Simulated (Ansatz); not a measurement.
F2H4OSi2 can be A, `F[SiH](F)O[SiH3]`, or B, `O[Si](F)(F)[SiH3]`.

Program: Ansatz. Geometries: PBE0-D4/def2-TZVP. ΔE: electronic, gas phase. CCSD(T)/CBS is the MP2 limit (def2-TZVPP, def2-QZVPP) plus CCSD(T) − MP2 in def2-TZVPP, frozen cores. This one scheme is used for every species. DFT in def2-TZVPP. B3LYP here is the variant with VWN-RPA as its local correlation; programs differ in this. One conformer a species, not always the lowest.

A:

Z-matrix (Å, degrees):
```
Si
F 1 1.582
O 1 1.599 2 110.0
F 1 1.582 2 106.6 3 119.3
H 1 1.464 2 109.5 3 -122.4
Si 3 1.645 1 153.2 2 58.6
H 6 1.483 3 109.5 1 60.1
H 6 1.483 3 109.5 1 -60.5
H 6 1.481 3 107.6 1 179.8
```

B:

```xyz
9

O     1.796   -0.482   -0.506
Si    0.558    0.554   -0.360
F     1.000    1.817    0.502
F     0.180    1.158   -1.784
Si   -1.254   -0.542    0.607
H     2.629   -0.195   -0.887
H    -2.387    0.410    0.733
H    -0.867   -1.039    1.951
H    -1.654   -1.683   -0.255
```

Task: Which is lower in electronic energy at CCSD(T)/CBS, and by how much? (Best estimate.)

Result: The calculation gave: A, by 114.9 kJ/mol.

Task: Give E(B) − E(A) in kJ/mol with LDA (SPW92), B3LYP-D4, CCSD/def2-TZVPP, CCSD(T)/def2-SVP, r2SCAN-D4, PBE-D4, MP2/def2-TZVPP. (An estimate is asked.)

Result: The calculation gave: LDA (SPW92) 84.8, B3LYP-D4 111.2, CCSD/def2-TZVPP 119.3, CCSD(T)/def2-SVP 110.5, r2SCAN-D4 105.9, PBE-D4 83.8, MP2/def2-TZVPP 123.3. None reverses the order clearly.

Task: Does the order hold for the free energy at 298.15 K (harmonic terms from PBE0-D4)? (An estimate is asked.)

Result: Ansatz gave: Yes: G(B) − G(A) = +120.9 kJ/mol, for one conformer each. Modes under 60 cm⁻¹, often nearly free rotors, make the harmonic entropy too high.

Largest T1 diagnostic: 0.013.

From PBE to PBE0 (25 % exact exchange), in def2-TZVPP and without D4, E(B) − E(A) moves by +10.8 kJ/mol. Leaving LDA and LC-ωPBE aside and taking each functional with its dispersion term where it has one, the values, not all of them listed here, spread over 40.6 kJ/mol, from PBE-D4 to BHLYP-D4.
